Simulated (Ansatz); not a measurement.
The same path of AlF2H3O (7 atoms, charge 0, multiplicity 1) was run twice with different band settings. Lost on the way: Al1–H2, O5–H7. Made: H2–H7.

The calculation used Ansatz 0.2.0, RHF/def2-SVP.

Relaxed end points:

```xyz
7
Properties=species:S:1:pos:R:3
Al -0.025 0.062 0.216
H -0.258 1.101 1.360
F 1.522 -0.160 -0.363
F -1.245 -0.207 -0.889
O -0.147 -1.773 0.957
H -0.841 -2.284 0.551
H 0.666 -2.263 0.892
```

```xyz
7
Properties=species:S:1:pos:R:3
Al 0.045 -0.704 -0.250
H 0.187 0.460 1.672
F 1.525 -0.107 -0.625
F -1.258 0.212 -0.651
O -0.111 -2.280 0.271
H -0.838 -2.867 0.371
H 0.122 -0.238 1.936
```

Common settings: movable images 9; climbing image yes; optimiser quadratic models (default); start path through a guess of the saddle point; force threshold 0.05 eV/Å; iteration limit 60; end points relaxed.

| run | spring |
| --- | --- |
| 1 | 5.0 eV/Å² |
| 2 | 0.1 eV/Å² |

**Question.** What does each run give, and how far can it be trusted?

**Answer.** Run 1: converged after 17 iterations, highest image 1.548 eV above the first end. A vibrational analysis at the climbing image gives one clearly imaginary mode, 1733i cm⁻¹: a first-order saddle point.
Run 2: converged after 15 iterations, highest image 1.548 eV above the first end. Another band between the same ends (9 images) ends at a top of the same energy, where a vibrational analysis finds 1 clearly imaginary mode.
The orbitals stay closed-shell, which can raise the energy where a bond breaks towards radicals; this wasn't checked here.
